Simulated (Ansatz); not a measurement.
Ansatz (an electronic-structure program) input (B3LYP-D3(BJ)/def2-TZVP):

Ansatz 0.2 input:
```yaml
crystal:
  periodic: [false, false, false]
  atoms:
    - {symbol: Al, position_ang: [0.02454745, 0.00298377, 0.02702698]}
    - {symbol: I, position_ang: [-0.14049972, 1.94299562, -1.49963710]}
    - {symbol: I, position_ang: [0.18837390, -1.93630327, 1.55410537]}
basis:
  gaussian:
    orbitals: def2-TZVP
hamiltonian:
  xc: b3lyp
  dispersion: d3bj
total_charge: 1
relax: {f_tol: 0.002, max_steps: 150}
```

Output:

```
Functional definition: B3LYP
integrals: 0.06 GiB planned
1081 factors; their error is unknown
mean field: 0.54 GiB planned
mean field evaluation 1: about -22797.6850 eV, gradient 2.4e1 eV
mean field evaluation 2: about -22795.4620 eV, gradient 3.7e1 eV
mean field evaluation 4: about -22799.4047 eV, gradient 1.1e0 eV
mean field evaluation 8: about -22799.8524 eV, gradient 9.0e-2 eV
mean field evaluation 16: about -22799.8525 eV, gradient 4.0e-5 eV
mean field -22799.85246002 eV, -837.8791236109 hartree, gradient 4.0e-5 eV, S^2 0.000000; 0 other end points of the search recorded, 0 dependent functions left out
the calculation of the forces begins
reference -22799.85267278 eV, -837.8791314294 hartree; 31, 31 occupied and 106, 106 virtual orbitals, 1081 factors
relax step   1: F+E_penalty+E_count = -22800.06630542 eV  Δ(F+E_penalty+E_count) = +0.000e0 eV  max|allowed force component| = 9.419e-1 eV/Å  Δτ_max = 0.0000 Å  (29 SCF iters, accepted)
these checks for a lower state are left out or cut short: starts, cluster_reference, orbital_swaps, neighbouring_geometries, increment
integrals: 0.06 GiB planned
1081 factors; their error is unknown
mean field: 0.55 GiB planned
mean field -22799.89556626 eV, -837.8807077357 hartree, gradient 8.3e-6 eV, S^2 0.000000; 0 other end points of the search recorded, 0 dependent functions left out
the calculation of the forces begins
reference -22799.89577585 eV, -837.8807154379 hartree; 31, 31 occupied and 106, 106 virtual orbitals, 1081 factors
relax step   2: F+E_penalty+E_count = -22800.12435761 eV  Δ(F+E_penalty+E_count) = -5.805e-2 eV  max|allowed force component| = 9.041e-1 eV/Å  Δτ_max = 0.1743 Å  (36 SCF iters, accepted)
these checks for a lower state are left out or cut short: starts, cluster_reference, orbital_swaps, neighbouring_geometries, increment
integrals: 0.06 GiB planned
1081 factors; their error is unknown
mean field: 0.55 GiB planned
mean field evaluation 32: about -22799.9778 eV, gradient 1.7e-5 eV
mean field -22799.97783814 eV, -837.8837311717 hartree, gradient 1.7e-5 eV, S^2 0.000000; 0 other end points of the search recorded, 0 dependent functions left out
the calculation of the forces begins
reference -22799.97804890 eV, -837.8837389170 hartree; 31, 31 occupied and 106, 106 virtual orbitals, 1081 factors
relax step   3: F+E_penalty+E_count = -22800.20068388 eV  Δ(F+E_penalty+E_count) = -7.633e-2 eV  max|allowed force component| = 5.558e-2 eV/Å  Δτ_max = 0.0649 Å  (31 SCF iters, accepted)
these checks for a lower state are left out or cut short: starts, cluster_reference, orbital_swaps, neighbouring_geometries, increment
integrals: 0.06 GiB planned
1081 factors; their error is unknown
mean field: 0.55 GiB planned
mean field -22799.97860632 eV, -837.8837594019 hartree, gradient 9.2e-6 eV, S^2 0.000000; 0 other end points of the search recorded, 0 dependent functions left out
the calculation of the forces begins
reference -22799.97881717 eV, -837.8837671503 hartree; 31, 31 occupied and 106, 106 virtual orbitals, 1081 factors
relax step   4: F+E_penalty+E_count = -22800.20102994 eV  Δ(F+E_penalty+E_count) = -3.461e-4 eV  max|allowed force component| = 1.323e-3 eV/Å  Δτ_max = 0.0048 Å  (32 SCF iters, accepted)
integrals: 0.06 GiB planned
1081 factors; their error is unknown
mean field: 0.55 GiB planned
mean field evaluation 64: about -22799.9786 eV, gradient 7.0e-5 eV
mean field -22799.97860632 eV, -837.8837594019 hartree, gradient 9.0e-6 eV, S^2 0.000000; 1 other end points of the search recorded, 0 dependent functions left out
the calculation of the forces begins
reference -22799.97881717 eV, -837.8837671503 hartree; 31, 31 occupied and 106, 106 virtual orbitals, 1081 factors
Total energy: -22800.20124078 eV, -837.8919410673 hartree
Atom 0 at     0.024227     0.003195     0.027117 Å, force    -0.000103     0.000032     0.000060 eV/Å
Atom 1 at    -0.133395     1.860968    -1.435194 Å, force    -0.000059     0.001291    -0.001059 eV/Å
Atom 2 at     0.181589    -1.854487     1.489572 Å, force     0.000162    -0.001323     0.000999 eV/Å
Dipole moment:     0.000080    -0.000028    -0.000044 e Å
```

It need not be the lowest isomer of its formula.
